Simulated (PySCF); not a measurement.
A calculated (TPSS, PySCF 2.14, 6-31G*, the non-relativistic Hamiltonian (point nucleus)) atom or ion has these occupied shells.

```csv
shell,electrons,orbital energy (eV),"rms radius, mean of both spins (bohr)"
1s α,1,-7529.7,0.0658
1s β,1,-7529.7,0.0658
2s α,1,-885.53,0.280
2s β,1,-884.15,0.280
2p α,3,-767.34,0.250
2p β,3,-766.22,0.250
3s α,1,-100.80,0.842
3s β,1,-97.218,0.842
3p α,3,-65.441,0.896
3p β,3,-61.842,0.896
3d α,5,-7.680,1.12
3d β,2,-5.657,1.12
4s α,1,-5.159,3.29
4s β,1,-4.671,3.29
```

Q: Name the element and its charge.

A: Co (cobalt, neutral), in [Ar] 3d7 4s2, high-spin 4F determinant.
